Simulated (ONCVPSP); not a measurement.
**Varying the ONCV potential for W**

Base potential:

```json
{
 "Element": "tungsten (W)",
 "Generator": "ONCVPSP 4.0.1",
 "Type": "optimised norm-conserving Vanderbilt (ONCV)",
 "Functional": "PBE",
 "Relativity": "scalar-relativistic",
 "Frozen core": "[Kr] 4d10 4f14",
 "Valence charge": "14",
 "Reference configuration": "5s2 5p6 5d4 6s2",
 "Partial waves": "5s+6s: rc 1.75 bohr, ncon 3, nbas 7, qcut 7.8 1/bohr, 2 projectors; 5p: rc 2.10 bohr, ncon 3, nbas 5, qcut 7.8 1/bohr, 1 projector; 5d: rc 1.95 bohr, ncon 5, nbas 9, qcut 4.4 1/bohr, 2 projectors, debl 2 Ha",
 "Local potential": "polynomial inside 1.30 bohr (lpopt 1, dvloc0 3 Ha)",
 "Core correction": "Teter function, parameters optimised by the program"
}
```

All-electron outer shells of the reference configuration (PBE, scalar-relativistic, ld1.x):

| shell | level (eV) | outermost node (bohr) | outermost maximum (bohr) |
| --- | --- | --- | --- |
| 5s | -79.07 | 0.53 | 0.96 |
| 5p | -43.20 | 0.57 | 1.09 |
| 4f | -33.21 | – | 0.43 |
| 6s | -5.71 | 1.28 | 2.67 |
| 5d | -4.48 | 0.63 | 1.49 |

Cutoffs, loose and tight: the cutoffs (Ha) at which the residual kinetic energy of the hardest occupied pseudo-wave falls to 1 and 0.1 mHa per electron. They do not see the model core or the augmentation charge, which bear on the density cutoff. Test errors are all-electron minus pseudo excitation energies from the reference, over the configurations 5s2 5p6 5d4 6s1; 5s2 5p6 5d4 6s0; 5s2 5p6 5d3 6s0; 5s2 5p6 5d2 6s0. A dash means not determined; rows that change the core or the reference have their own tests. The largest error is taken over the tests solved by every variant that gives reliable tests at all: 5s2 5p6 5d3 6s0; 5s2 5p6 5d4 6s0; 5s2 5p6 5d4 6s1.

A true bound ghost makes a file unfit for plane-wave use even where its test errors are small: the radial tests pick states by their node count and pass the ghost by.

```tsv
change	outcome	cutoff, loose	cutoff, tight	bound ghosts	GHOST(+) flags above zero	largest test error (meV)
base	generated	35 Ha	71 Ha	d	d	-4.2
p: nproj 2	failed: test_data: must have ncon+3 <= nbas <= ncon+5, l= 1	–	–	–	–	–
core correction polynomial model core, fcfact 0.2	generated	35 Ha	71 Ha	d	d	-25
```

(1) What comes out with this change to the base: d: qcut 6.4?

(2) What comes out with this change to the base: local potential polynomial inside 1.30 bohr (lpopt 1, dvloc0 7 Ha)?

Results:

(1) outcome: generated; cutoff, loose: 20 Ha; cutoff, tight: 24 Ha; bound ghosts: none; GHOST(+) flags above zero: none; largest test error (meV): -4.9.

(2) outcome: generated; cutoff, loose: 35 Ha; cutoff, tight: 71 Ha; bound ghosts: none; GHOST(+) flags above zero: d; largest test error (meV): -4.4.
